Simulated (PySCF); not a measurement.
CHOS, SMILES [OH+]=C=S, charge +1.

The structure is a stationary point at B3LYP-D3(BJ)/def2-TZVP. The isomer is the one that the SMILES or the coordinates give; other isomers of the formula were not compared.

These are CAM-B3LYP/def2-TZVPD (PySCF) values and carry that method's errors.

Symmetry labels are those of the subgroup Cs that the program uses (full group Cs).

Computed valence orbital energies around the gap with their symmetry:
| orbital | symmetry | energy (eV) |
|---|---|---|
| HOMO−7 | A' | -41.15 |
| HOMO−6 | A' | -32.32 |
| HOMO−5 | A' | -28.04 |
| HOMO−4 | A' | -23.04 |
| HOMO−3 | A" | -22.29 |
| HOMO−2 | A' | -21.76 |
| HOMO−1 | A' | -17.79 |
| HOMO | A" | -17.30 |
| LUMO | A' | -7.69 |
| LUMO+1 | A" | -7.02 |
| LUMO+2 | A' | -5.17 |
| LUMO+3 | A' | -3.25 |
